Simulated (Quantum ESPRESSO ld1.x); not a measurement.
Values are calculated unless marked as measured or tabulated.
Q: The aim is neutral thulium in [Xe] 4f13 6s2. This ld1.x (Quantum ESPRESSO 7.5) run was made with `OMP_NUM_THREADS=1 ld1.x < ld1.in > ld1.out`. Can the result be used? Name any fault.

```
 &input
    zed=69.0,
    iswitch=1,
    rel=2,
    dft='PBE',
    config='[Xe] 4f13 6s2',
    verbosity='high',
    lsmall=.true.,
    confg=1,
    prefix='ld1',
    max_out_wfc=37,
    file_charge='ld1.rho',
 /
```

Output (excerpt):

```
     Program LD1 v.7.5 starts

 %%%%%%%%%%%%%%%%%%%%%%%%%%%%%%%%%%%%%%%%%%%%%%%%%%%%%%%%%%%%%%%%%%%%%%%%%%%%%%
     Error in routine ld1_readin (5010):
     reading input namelist
 %%%%%%%%%%%%%%%%%%%%%%%%%%%%%%%%%%%%%%%%%%%%%%%%%%%%%%%%%%%%%%%%%%%%%%%%%%%%%%

     stopping ...
```

A: No (refused). The line at issue: confg=1. The program stops in ld1_readin with "reading input namelist": the namelist holds a keyword that &input does not know. The sound input gives -13582.18 hartree.
